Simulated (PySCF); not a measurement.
**Working out the excitation energy of O⁺**

O⁺ [He] 2s2 2p3 (4S) → O⁺ [He] 2s1 2p4 (4P). All numbers are calculated (PySCF 2.14, scalar relativity by spin-free X2C-1e, in x2c-TZVPPall with one added diffuse shell each of s, p, d type (6s4p3d1f, 40 functions)). Frozen: nothing. Energies in hartree (1 hartree = 27.21139 eV):

| part | O⁺ (lower) | O⁺ (upper) |
| --- | --- | --- |
| UHF | -74.426672 | -73.876735 |
| CCSD correlation | -0.129978 | -0.131824 |
| (T) | -0.001652 | -0.002119 |

Question: What does Hartree-Fock give?

Answer: (-73.876735) − (-74.426672) = 0.549937 hartree = 14.965 eV.

Question: What do CCSD and CCSD(T) give?

Answer: The CCSD correlation energies differ by -0.001846 hartree = -0.050 eV and the triples by -0.000467 hartree = -0.013 eV, so CCSD gives 14.915 eV and CCSD(T) 14.902 eV.

Measured between the centres of the two terms (NIST): 14.870 eV, so CCSD(T) (valence and next inner shell) is off by 0.032 eV.

What remains against the reference includes basis incompleteness and higher excitations.
